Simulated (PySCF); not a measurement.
## Atomic charges against the basis set

C₆H₆FN.
Structure used (PBE0-D3(BJ)/def2-SVP), in Å, numbered top down from 1:
```
atom  x, y, z in Å
N1    -2.4058   -0.0862    0.0948
C2    -1.0296   -0.0671    0.0831
C3    -0.2380   -1.1428    0.5109
C4     1.1522   -1.0890    0.4289
C5     1.7929    0.0376   -0.0819
C6     1.0248    1.1229   -0.5098
C7    -0.3527    1.0550   -0.4229
F8    -1.1051    2.0960   -0.8190
H9    -2.8576    0.8159    0.0250
H10   -2.8450   -0.7227    0.7453
H11   -0.7307   -2.0339    0.9085
H12    1.7394   -1.9444    0.7705
H13    2.8815    0.0792   -0.1464
H14    1.4796    2.0307   -0.9110
```

PBE0 throughout (PySCF), one geometry, spherical d and f functions. Geometry: PBE0-D3(BJ)/def2-SVP; no solvent, vibrations or thermal averaging. The first 7 of 13 kinds of atom are listed.

Mulliken charges (e):

```
        basis  functions      N1      C2      C3      C4      C5      C6      C7
       STO-3G         46  -0.400  +0.063  -0.106  -0.093  -0.098  -0.112  +0.079
     pcSseg-0         84  -0.734  +0.049  -0.166  -0.241  -0.243  -0.216  +0.313
        6-31G         84  -0.808  +0.215  -0.155  -0.180  -0.173  -0.189  +0.275
       6-31G*        124  -0.844  +0.232  -0.211  -0.178  -0.180  -0.254  +0.381
      cc-pVDZ        142  -0.141  -0.060   0.000  +0.010  -0.011  -0.011  +0.171
     def2-SVP        142  -0.135  -0.037  -0.047  -0.023  -0.019  -0.093  +0.255
     pcSseg-1        166  -0.402  -0.057  -0.073  -0.079  -0.087  -0.140  +0.357
  aug-cc-pVDZ        238  -0.237  +0.329  +1.007  +0.355  +0.664  +0.559  +0.541
6-311+G(2d,p)        252  -0.566  +0.676  -0.348  -0.089  -0.202  +0.151  -0.207
    def2-TZVP        284  -0.457  +0.147  -0.234  -0.105  -0.145  -0.177  +0.225
      cc-pVTZ        324  -0.260  +0.025  -0.159  -0.119  -0.144  -0.186  +0.273
```

IAO charges (e):

```
        basis  functions      N1      C2      C3      C4      C5      C6      C7
       STO-3G         46  -0.387  +0.027  -0.169  -0.147  -0.155  -0.178  +0.111
     pcSseg-0         84  -0.469  +0.071  -0.197  -0.151  -0.177  -0.185  +0.209
        6-31G         84  -0.507  +0.083  -0.197  -0.151  -0.176  -0.182  +0.216
       6-31G*        124  -0.507  +0.092  -0.194  -0.146  -0.172  -0.182  +0.244
      cc-pVDZ        142  -0.502  +0.093  -0.199  -0.149  -0.176  -0.185  +0.243
     def2-SVP        142  -0.490  +0.089  -0.195  -0.146  -0.173  -0.182  +0.241
     pcSseg-1        166  -0.506  +0.091  -0.199  -0.151  -0.177  -0.184  +0.243
  aug-cc-pVDZ        238  -0.532  +0.095  -0.200  -0.152  -0.179  -0.185  +0.247
6-311+G(2d,p)        252  -0.533  +0.095  -0.199  -0.152  -0.179  -0.184  +0.248
    def2-TZVP        284  -0.529  +0.096  -0.200  -0.152  -0.179  -0.185  +0.251
      cc-pVTZ        324  -0.525  +0.096  -0.201  -0.152  -0.179  -0.186  +0.250
```

Hirshfeld charges (e):

| basis | functions | N1 | C2 | C3 | C4 | C5 | C6 | C7 |
| --- | --- | --- | --- | --- | --- | --- | --- | --- |
| STO-3G | 46 | -0.175 | +0.040 | -0.059 | -0.039 | -0.046 | -0.056 | +0.042 |
| pcSseg-0 | 84 | -0.186 | +0.035 | -0.076 | -0.052 | -0.065 | -0.068 | +0.056 |
| 6-31G | 84 | -0.196 | +0.036 | -0.074 | -0.053 | -0.066 | -0.066 | +0.058 |
| 6-31G* | 124 | -0.194 | +0.033 | -0.073 | -0.056 | -0.067 | -0.067 | +0.060 |
| cc-pVDZ | 142 | -0.188 | +0.032 | -0.076 | -0.056 | -0.067 | -0.070 | +0.054 |
| def2-SVP | 142 | -0.191 | +0.035 | -0.077 | -0.056 | -0.068 | -0.070 | +0.060 |
| pcSseg-1 | 166 | -0.198 | +0.034 | -0.075 | -0.058 | -0.068 | -0.070 | +0.062 |
| aug-cc-pVDZ | 238 | -0.200 | +0.030 | -0.074 | -0.060 | -0.070 | -0.071 | +0.062 |
| 6-311+G(2d,p) | 252 | -0.197 | +0.027 | -0.073 | -0.060 | -0.070 | -0.070 | +0.060 |
| def2-TZVP | 284 | -0.199 | +0.031 | -0.074 | -0.060 | -0.070 | -0.070 | +0.061 |
| cc-pVTZ | 324 | -0.199 | +0.033 | -0.075 | -0.059 | -0.069 | -0.071 | +0.061 |

Q: Which scheme is steadiest as the basis changes?

A: Largest range over the bases for any column: Hirshfeld 0.02 e, IAO 0.15 e, Mulliken 1.36 e. Hirshfeld charges move least and Mulliken charges most, counted in e. Without the minimal STO-3G basis the ranges are Hirshfeld 0.01, IAO 0.06, Mulliken 1.36 e.

Q: How much do the charges still move between the two largest bases, def2-TZVP and cc-pVTZ?

A: At most, over all atoms: Mulliken 0.197 e, IAO 0.003 e, Hirshfeld 0.004 e.

Q: What do the same runs give for the total energy, the frontier levels and the dipole moment?

A: 
```json
{"basis": "STO-3G", "energy (Eh)": "-381.4475", "HOMO (eV)": "-3.41", "LUMO (eV)": "3.20", "μ (D)": "1.80"}
{"basis": "pcSseg-0", "energy (Eh)": "-385.5398", "HOMO (eV)": "-6.00", "LUMO (eV)": "-0.03", "μ (D)": "1.93"}
{"basis": "6-31G", "energy (Eh)": "-386.3162", "HOMO (eV)": "-5.75", "LUMO (eV)": "0.30", "μ (D)": "1.94"}
{"basis": "6-31G*", "energy (Eh)": "-386.4003", "HOMO (eV)": "-5.68", "LUMO (eV)": "0.35", "μ (D)": "1.70"}
{"basis": "cc-pVDZ", "energy (Eh)": "-386.4378", "HOMO (eV)": "-5.80", "LUMO (eV)": "0.14", "μ (D)": "1.73"}
{"basis": "def2-SVP", "energy (Eh)": "-386.1323", "HOMO (eV)": "-5.89", "LUMO (eV)": "0.05", "μ (D)": "1.75"}
{"basis": "pcSseg-1", "energy (Eh)": "-386.3690", "HOMO (eV)": "-6.03", "LUMO (eV)": "-0.12", "μ (D)": "1.73"}
{"basis": "aug-cc-pVDZ", "energy (Eh)": "-386.4637", "HOMO (eV)": "-6.06", "LUMO (eV)": "-0.28", "μ (D)": "1.63"}
{"basis": "6-311+G(2d,p)", "energy (Eh)": "-386.5256", "HOMO (eV)": "-6.06", "LUMO (eV)": "-0.25", "μ (D)": "1.67"}
{"basis": "def2-TZVP", "energy (Eh)": "-386.5593", "HOMO (eV)": "-6.01", "LUMO (eV)": "-0.14", "μ (D)": "1.68"}
{"basis": "cc-pVTZ", "energy (Eh)": "-386.5465", "HOMO (eV)": "-5.96", "LUMO (eV)": "-0.06", "μ (D)": "1.66"}
```

The dipole is fixed by the density alone, so its range of 0.31 D shows that the density itself changes with the basis, not only its division among atoms.
